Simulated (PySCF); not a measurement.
## Correlation energy of Be (beryllium, neutral)

[He] 2s2, closed-shell 1S. All numbers are calculated (PySCF 2.14, no relativity, point nucleus, in dyall-av3z (15s9p4d2f, 76 functions)). Frozen: 1s2; 2 electrons correlated; the 10 highest virtual orbitals of each spin left out.

With two correlated electrons CCSD is exact within the correlated space (frozen core and kept virtual orbitals).

```
level  correlation energy (mhartree)
 CCSD                         -46.00
```

Diagnostics: T1 = 0.022, D1 = 0.0308, largest double amplitude 0.087.

Question: Is a single reference adequate?

Answer: Mostly. T1 lies below 0.03, but a double amplitude of this size points to a near-degeneracy that CCSD handles and MP2 describes poorly.
